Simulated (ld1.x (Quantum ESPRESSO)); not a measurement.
# Ge (Z = 32): variants of one ultrasoft potential

Base potential:

```json
{"Element": "Ge", "Generator": "ld1.x (Quantum ESPRESSO) 7.5", "Type": "ultrasoft", "Functional": "PBE", "Relativity": "scalar-relativistic", "Frozen core": "[Ar]", "Valence charge": "14", "Reference configuration": "3d10 4s1 4p3", "Partial waves": "4s (bound): rcut 1.35, rcutus 1.85 bohr; 4s channel at 3.15 Ry: rcut 1.35, rcutus 1.85 bohr; 4p (bound): rcut 1.35, rcutus 1.65 bohr; 4p channel at 1.6 Ry: rcut 1.35, rcutus 1.65 bohr; 3d (bound): rcut 1.10, rcutus 1.45 bohr; 3d channel at -0.5 Ry: rcut 1.10, rcutus 1.45 bohr", "Local potential": "all-electron potential smoothed inside 1.80 bohr (lloc = -1)", "Core correction": "none", "Augmentation charge": "PSQ, radius 0.90 bohr"}
```

All-electron outer shells of the reference configuration (PBE, scalar-relativistic, ld1.x):

```csv
shell,level (eV),outermost node (bohr),outermost maximum (bohr)
3s,-170.28,0.26,0.54
3p,-117.41,0.23,0.54
3d,-31.05,–,0.50
4s,-12.69,0.77,1.73
4p,-4.58,0.82,2.16
```

Cutoffs, loose and tight: the cutoffs (Ry, on a coarse ladder) from which the occupation-weighted sum of valence levels, in a spherical-Bessel basis at the reference potential, stays within 10 and 1 mRy of its value at 400 Ry. They do not see the model core or the augmentation charge, which bear on the density cutoff. Test errors are all-electron minus pseudo excitation energies from the reference, over the configurations 3d10 4s2 4p2; 3d10 4s2 4p1; 3d10 4s2 4p0; 3d9 4s2 4p2; 3d10 4s2 4p2.3; 3d9 4s2 4p3; 3d10 4s2 4p1.5. A dash means not determined; rows that change the core or the reference have their own tests. The largest error is taken over the tests solved by every variant that gives reliable tests at all: 3d10 4s2 4p0; 3d10 4s2 4p1; 3d10 4s2 4p2.

```tsv
change	outcome	cutoff, loose	cutoff, tight	bound ghosts	largest test error (meV)
base	generated	55 Ry	90 Ry	none	+4.3
all radii scaled by about 0.77 (s 1.42, p 1.28, d 1.12 bohr, rcut 1.04/1.04/0.84); local potential all-electron potential smoothed inside 1.40 bohr (lloc = -1); augmentation PSQ, radius 0.70 bohr	failed: chargeps: negative rho	–	–	–	–
all radii scaled by about 0.87 (s 1.62, p 1.44, d 1.26 bohr, rcut 1.18/1.18/0.96); local potential all-electron potential smoothed inside 1.58 bohr (lloc = -1); augmentation PSQ, radius 0.78 bohr	failed: chargeps: negative rho	–	–	–	–
all radii scaled by about 0.93 (s 1.72, p 1.54, d 1.36 bohr, rcut 1.26/1.26/1.02); local potential all-electron potential smoothed inside 1.68 bohr (lloc = -1); augmentation PSQ, radius 0.84 bohr	failed: chargeps: negative rho	–	–	–	–
all radii scaled by about 1.05 (s 1.94, p 1.72, d 1.52 bohr, rcut 1.42/1.42/1.16); local potential all-electron potential smoothed inside 1.88 bohr (lloc = -1); augmentation PSQ, radius 0.94 bohr	generated	50 Ry	80 Ry	none	+4.3
all radii scaled by about 1.12 (s 2.06, p 1.84, d 1.62 bohr, rcut 1.50/1.50/1.22); local potential all-electron potential smoothed inside 2.02 bohr (lloc = -1); augmentation PSQ, radius 1.00 bohr	generated	40 Ry	70 Ry	none	+4.6
all radii scaled by about 1.18 (s 2.18, p 1.96, d 1.72 bohr, rcut 1.60/1.60/1.30); local potential all-electron potential smoothed inside 2.14 bohr (lloc = -1); augmentation PSQ, radius 1.06 bohr	generated	40 Ry	60 Ry	none	+4.9
all radii scaled by about 1.31 (s 2.42, p 2.16, d 1.90 bohr, rcut 1.76/1.76/1.44); local potential all-electron potential smoothed inside 2.36 bohr (lloc = -1); augmentation PSQ, radius 1.18 bohr	generated	30 Ry	50 Ry	none	+5.6
all radii scaled by about 1.37 (s 2.52, p 2.26, d 1.98 bohr, rcut 1.84/1.84/1.50); local potential all-electron potential smoothed inside 2.46 bohr (lloc = -1); augmentation PSQ, radius 1.22 bohr	generated	30 Ry	45 Ry	none	+6.6
```

Reading the sweep of the scale of all radii (base = 1) (base included, trends over the rows without a ghost): The loose cutoff falls from 55 Ry at 1 to 30 Ry at 1.37. A larger radius leaves more room for a smooth pseudo-wave, so fewer plane waves are needed; a smaller one forces it to follow the all-electron wave where it bends sharply. The generation fails at 0.77, 0.87, 0.93.
